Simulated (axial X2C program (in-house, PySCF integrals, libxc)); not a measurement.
# What spin–orbit coupling does to HgH

Calculated with an in-house all-electron X2C program for linear molecules (integrals from PySCF). Spin-free means the one-electron spin-free X2C Hamiltonian; two-component (2c) means X2C with spin–orbit coupling and atomic mean-field two-electron Coulomb and Gaunt terms, so the difference of the two also holds small scalar two-electron terms. Basis: Hg dyall-cv3z [13s14p9d6f4g], H dyall-v3z [6s2p1d] (cores contracted in-house); Gaussian nuclei, density fitting, unrestricted open shells. Masses: Hg 201.971 u, H 1.008 u.

Spin-free state: M_S = 1/2, Λ = 0 (beyond evenly filled blocks: σα); fragments Hg + H.

```
  level  Re (Å)  ωe (cm⁻¹)  De (eV)  μ (D)
   PBE0   1.755     1365.5    0.499  -0.29
     HF   1.764     1369.9    0.221  -0.49
    MP2   1.731     1365.4    0.106    n/a
   CCSD   1.753     1371.5    0.411    n/a
CCSD(T)   1.758     1341.8    0.382    n/a
  PBE50   1.735     1462.4    0.558  -0.34
```

Correlated methods: 13 electrons correlated (number of frozen shells: Hg 5 s, 4 p, 2 d, 1 f; H none), 219 virtual spin orbitals or spinors in MP2, 90 natural virtuals in coupled cluster.

Dipoles are positive if H is the positive end.

Two-component determinant lowest at the distance of the search:

Ω = 1/2 (⟨Sz⟩ = 0.49, ⟨Lz⟩ = 0.01 at HF); fragments Hg + H.

```tsv
level	Re (Å)	ωe (cm⁻¹)	De (eV)	μ (D)
PBE0	1.738	1417.5	0.549	-0.24
HF	1.749	1421.7	0.272	-0.45
MP2	1.713	1442.1	0.142	n/a
CCSD	1.738	1416.5	0.447	n/a
CCSD(T)	1.742	1387.0	0.415	n/a
PBE50	1.719	1513.0	0.611	-0.30
```

(1) From the two tables, how do the constants change at the CCSD(T) level (2c against spin-free)?

Occupations by symmetry block were frozen at the best pattern of an incomplete PBE0 search. Dissociation energies refer to the lowest single-determinant-based atoms at the same level and basis. Density functionals use the spin component along the axis (collinear). Coupled cluster ran in a truncated set of natural virtual spinors; the MP2 energy of the rest was added. (T) has no such correction and the atoms are truncated less, which lowers De at CCSD(T) by a hundredth of an eV or more.

## Answers

(1) At the CCSD(T) level Re falls by 0.016 Å and ωe increases by 45.2 cm⁻¹; De changes by 0.033 eV.
